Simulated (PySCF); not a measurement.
BH4O3, SMILES OB(O)[OH2+], charge +1.

Coordinates come from a PBE0-D3(BJ)/def2-SVP optimisation. The isomer is the one that the SMILES or the coordinates give; other isomers of the formula were not compared. Other conformers were not sampled.

Two levels are set side by side: TDA-PBE/def2-SVPD (PySCF) and TDA-B3LYP/def2-SVPD (PySCF). Vertical, same geometry. The lowest singlet is HOMO→LUMO 100 % with PBE and HOMO→LUMO 99 % with the other functional; states are paired by order. Differences are taken from unrounded values.

```tsv
quantity	TDA-B3LYP	TDA-PBE	TDA-PBE minus TDA-B3LYP
lowest singlet excitation (eV)	7.92	7.03	-0.89
lowest triplet excitation (TDA) (eV)	7.81	6.95	-0.86
first bright state (f over 0.05) (eV)	9.60	8.60	-1.01
its oscillator strength	0.07	0.06	-0.01
```

A lower first singlet is the usual sign of a functional without exact exchange. Differences between two approximate levels are no errors against the true value.

Rough cost on one machine, each run with all the roots and properties that it gave: TDA-B3LYP against TDA-PBE within a factor of 2.
